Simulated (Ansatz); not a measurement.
Cost and result for the atomization energy of CH7NSi2 (`CN1[SiH2][SiH2]1`) (11 atoms, 11 bonds).

```json
{"atom": "C1", "x (Å)": "0.2267", "y (Å)": "1.3294", "z (Å)": "-0.8509"}
{"atom": "N2", "x (Å)": "0.0133", "y (Å)": "0.1419", "z (Å)": "-0.0636"}
{"atom": "Si3", "x (Å)": "0.8667", "y (Å)": "-0.8910", "z (Å)": "1.0307"}
{"atom": "Si4", "x (Å)": "-1.2000", "y (Å)": "-1.0582", "z (Å)": "0.2193"}
{"atom": "H5", "x (Å)": "-0.7120", "y (Å)": "1.8696", "z (Å)": "-1.0031"}
{"atom": "H6", "x (Å)": "0.9212", "y (Å)": "2.0096", "z (Å)": "-0.3496"}
{"atom": "H7", "x (Å)": "0.6417", "y (Å)": "1.0951", "z (Å)": "-1.8378"}
{"atom": "H8", "x (Å)": "1.2216", "y (Å)": "-0.3166", "z (Å)": "2.3580"}
{"atom": "H9", "x (Å)": "2.0418", "y (Å)": "-1.6367", "z (Å)": "0.4993"}
{"atom": "H10", "x (Å)": "-2.4346", "y (Å)": "-0.6126", "z (Å)": "0.9227"}
{"atom": "H11", "x (Å)": "-1.5863", "y (Å)": "-1.9304", "z (Å)": "-0.9249"}
```

Charge 0, multiplicity 1. The structure was optimised at the PBE0-D4/def2-TZVP level. Program: Ansatz. All runs use 2 threads of an Arm Neoverse V1 on a shared host. Times are those of one run each, without the atoms' runs, and a repeat can differ threefold. Electronic energies, without spin–orbit coupling; frozen cores. CCSD(T)/CBS adds CCSD(T) − MP2 in def2-TZVPP to the MP2 limit, and its time is that of the two runs behind it. T1 = 0.013. HSE06 is the plane-wave form, built on full-range PBE exchange.

CCSD(T)/CBS is a level of theory with its own doubt, some kJ/mol a heavy atom from the limit and from the frozen cores, so smaller differences don't rank the functionals.

```tsv
level	functions	atomization (kJ/mol)	difference from CCSD(T)/CBS	per bond
r2SCAN-D4/def2-TZVPP (with forces)	244	3648.5	-1.1	-0.1
BLYP-D4/def2-TZVPP	244	3638.0	-11.6	-1.1
B97M-V/def2-TZVPP	244	3670.3	20.7	1.9
B2PLYP/def2-TZVPP	244	3605.2	-44.4	-4.0
CCSD(T)/CBS(def2)	–	3649.6	0.0	0.0
CCSD(T)/def2-TZVPP	244	3544.0	-105.6	-9.6
HSE06-D4/def2-TZVPP	244	3642.7	-6.9	-0.6
PBE0-D4/def2-TZVPP	244	3640.3	-9.3	-0.8
MP2/def2-QZVPP	464	3623.0	-26.6	-2.4
CCSD(T)/def2-SVP	99	3396.3	-253.3	-23.0
BHLYP-D4/def2-TZVPP	244	3578.3	-71.3	-6.5
PBE-QIDH/def2-TZVPP	244	3613.2	-36.4	-3.3
LDA (SPW92)/def2-TZVPP	244	4126.4	476.8	43.3
```

(1) Order the runs by time, with rough figures. (Estimate.)

## Answers

(1) Ansatz gave: LDA (SPW92)/def2-TZVPP 1.9 s; BLYP-D4/def2-TZVPP 3.3 s; CCSD(T)/def2-SVP 4.5 s; PBE0-D4/def2-TZVPP 5 s; HSE06-D4/def2-TZVPP 5.5 s; BHLYP-D4/def2-TZVPP 6 s; r2SCAN-D4/def2-TZVPP (with forces) 8 s; B2PLYP/def2-TZVPP 9 s; PBE-QIDH/def2-TZVPP 9 s; B97M-V/def2-TZVPP 16 s; MP2/def2-QZVPP 34 s; CCSD(T)/def2-TZVPP 8.6 min; CCSD(T)/CBS(def2) 9.1 min.

In def2-TZVPP, CCSD(T) changes the Hartree–Fock value by +913.1 kJ/mol (the triples alone add +48.6 kJ/mol) and MP2 by +928.7 kJ/mol; breaking electron pairs costs correlation energy, which Hartree–Fock lacks. From BLYP to BHLYP (50 % exact exchange), in def2-TZVPP and without D4, the atomization energy moves by −38.1 kJ/mol: exact exchange takes away binding that semilocal exchange gives to molecules. At CCSD(T), def2-SVP lies −253.4 kJ/mol from the extrapolated value and def2-TZVPP −105.6 kJ/mol: correlation converges slowly with the basis, and small sets miss more of it in the bonded molecule than in its fragments.
